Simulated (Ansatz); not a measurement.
SeMe2 (C2H6Se), 9 atoms. Hardware: 4 threads of Intel Xeon on a shared host.

Correlated methods freeze 11 core orbitals; core or outer-core shells of Se are correlated, in sets that lack core-valence functions.

(1) How many basis functions does each of these Ansatz runs have, and roughly what does it cost? revPBE-D4/def2-TZVP, charge 0 singlet, energy, from earlier orbitals; PBE0-D4/def2-TZVP, charge 0 singlet, relaxation, 4 steps; ωB97X-V/def2-TZVP, charge 0 singlet, energy, from earlier orbitals; PBE0-D4/def2-TZVP, charge 1 doublet at the geometry of the charge 0 singlet, energy, from earlier orbitals; r2SCAN-D4/def2-TZVP, charge 0 triplet at the geometry of the charge 0 singlet, energy, from earlier orbitals; B2PLYP/def2-TZVP, charge 0 singlet, energy, from earlier orbitals; HSE06-D4/def2-TZVP, charge 0 singlet, energy and forces, from earlier orbitals; CCSD(T)/def2-TZVPP, charge 0 singlet, energy, from earlier orbitals; CAM-B3LYP-D4/def2-TZVP, charge 0 singlet, energy, from earlier orbitals; BLYP-D4/def2-TZVP, charge 0 singlet, energy, from earlier orbitals; PBE0-D4/def2-SVP, charge 1 doublet at the geometry of the charge 0 singlet, energy with a search over starts; PBE-D4/def2-TZVP, charge 1 doublet at the geometry of the charge 0 singlet, energy, from earlier orbitals.

## Answers

(1) Other jobs shared the machine, so times can vary by a factor of up to 3. A dash marks memory too small to be measured apart from the calling script's.

```tsv
run	functions	fitting or Cholesky vectors	wall time	peak host memory (GiB)
BLYP-D4/def2-TZVP, charge 0 singlet, energy, from earlier orbitals	146	1011	4.7 s	–
PBE0-D4/def2-SVP, charge 1 doublet at the geometry of the charge 0 singlet, energy with a search over starts	90	913	7.1 s	–
PBE-D4/def2-TZVP, charge 1 doublet at the geometry of the charge 0 singlet, energy, from earlier orbitals	146	1011	7.5 s	–
CAM-B3LYP-D4/def2-TZVP, charge 0 singlet, energy, from earlier orbitals	146	1033	8.6 s	–
revPBE-D4/def2-TZVP, charge 0 singlet, energy, from earlier orbitals	146	1011	8.6 s	–
PBE0-D4/def2-TZVP, charge 1 doublet at the geometry of the charge 0 singlet, energy, from earlier orbitals	146	1036	9.5 s	–
HSE06-D4/def2-TZVP, charge 0 singlet, energy and forces, from earlier orbitals	146	1036	14 s	–
r2SCAN-D4/def2-TZVP, charge 0 triplet at the geometry of the charge 0 singlet, energy, from earlier orbitals	146	1011	14 s	–
B2PLYP/def2-TZVP, charge 0 singlet, energy, from earlier orbitals	146	1020	16 s	–
ωB97X-V/def2-TZVP, charge 0 singlet, energy, from earlier orbitals	146	1033	19 s	–
PBE0-D4/def2-TZVP, charge 0 singlet, relaxation, 4 steps	146	1036	36 s	–
CCSD(T)/def2-TZVPP, charge 0 singlet, energy, from earlier orbitals	194	1158	99 s	2.3
```
